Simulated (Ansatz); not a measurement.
Input file for Ansatz (a program for electronic structure): R-PBE/def2-TZVPP on H3NSeTe (SMILES N[Te][SeH]), a point of a torsion scan. Elements past Kr take the def2 small-core potentials; no spin–orbit coupling.

Ansatz 0.2 input:
```yaml
crystal:
  periodic: [false, false, false]
  atoms:
    - {symbol: N, position_ang: [-1.11253367, 0.25685499, -0.14598946]}
    - {symbol: Te, position_ang: [0.02679278, -0.92870310, 1.06361567]}
    - {symbol: Se, position_ang: [2.06730661, -0.56606841, -0.38314371]}
    - {symbol: H, position_ang: [-1.81915516, -0.26833951, -0.64305757]}
    - {symbol: H, position_ang: [-1.58734656, 0.97113803, 0.38808091]}
    - {symbol: H, position_ang: [1.66914169, 0.74753366, -0.80020271]}
basis:
  gaussian:
    orbitals: def2-TZVPP
hamiltonian:
  xc: {name: PBE}
scf: {lower_state_search: off}
```

Problem. What total energy does the run end on?

Solution. -2725.7348 hartree.
